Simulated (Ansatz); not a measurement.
Cartesian coordinates (Å):
```xyz
10

N     -1.8445     0.4689     0.3081
Si    -0.6031    -0.3623    -0.5943
Si     1.6046    -0.0708     0.1864
H     -2.0151     0.1595     1.2628
H     -1.8423     1.4865     0.2783
H     -0.6774     0.1280    -2.0073
H     -0.9316    -1.8230    -0.5599
H      1.7265    -0.5507     1.6021
H      2.6047    -0.8177    -0.6447
H      1.9782     1.3816     0.1684
```
Charge +1, spin multiplicity 2.

All values below come from frozen-core CCSD(T)/cc-pVTZ // PBE-D3(BJ)/def2-TZVP (Ansatz, a quantum-chemistry and plane-wave program). The geometry is that of the parent before the electron was removed.

The HF energy is -636.14802 Ha and the MP2 correlation energy comes out as -0.42648 Ha.

Estimate the CCSD correlation energy, the (T) correction, the total energy and the T1 diagnostic.


```
Item                            Result
-----------------------  -------------
CCSD correlation energy    -0.49284 Ha
(T) correction             -0.01786 Ha
CCSD(T) total energy     -636.65872 Ha
T1 diagnostic                    0.053
```
